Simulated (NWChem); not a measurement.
Species: C4H5Cl; SMILES C#CCCCl

```xyz
10

C      0.9545    -2.3903    -0.1261
C      0.0544    -1.5934     0.0920
C     -1.0232    -0.6379     0.3323
C     -0.8893     0.6778    -0.4411
Cl     0.5488     1.6270     0.0788
H      1.7538    -3.0935    -0.3121
H     -1.0933    -0.4133     1.4189
H     -1.9966    -1.0978     0.0459
H     -0.7818     0.4916    -1.5268
H     -1.7795     1.3135    -0.2715
```
Atoms are numbered in this order, from 1.

Level: PBE-D3(BJ)/def2-SVP (NWChem), optimised geometry, unscaled harmonic frequencies. 

Question: List the harmonic frequencies with IR intensities, and the thermochemistry.

Answer: 
| frequency (cm⁻¹) | IR intensity (km/mol) |
|---|---|
| 92 | 0.7 |
| 188 | 2.7 |
| 295 | 0.5 |
| 344 | 6.4 |
| 528 | 10.6 |
| 642 | 31.2 |
| 657 | 26.1 |
| 668 | 38.6 |
| 810 | 0.7 |
| 892 | 11.5 |
| 973 | 1.3 |
| 1027 | 3.4 |
| 1130 | 0.2 |
| 1189 | 1.1 |
| 1267 | 26.4 |
| 1303 | 8.6 |
| 1375 | 7.6 |
| 1406 | 3.3 |
| 2175 | 2.0 |
| 2957 | 10.7 |
| 3007 | 2.4 |
| 3018 | 19.2 |
| 3087 | 5.6 |
| 3410 | 66.8 |

```
Quantity                                                                           Result
-----------------------------------------------------------------------  ----------------
zero-point energy                                                           46.4 kcal/mol
thermal correction to the enthalpy at 298.15 K (with zero-point energy)     50.6 kcal/mol
heat capacity Cv                                                         19.9 cal/(mol K)
entropy at 298.15 K and 1 atm (symmetry number 1)                        76.9 cal/(mol K)
dipole moment                                                                      1.84 D
```

Rigid rotor and harmonic oscillator; modes under 100 cm⁻¹ make the entropy uncertain.
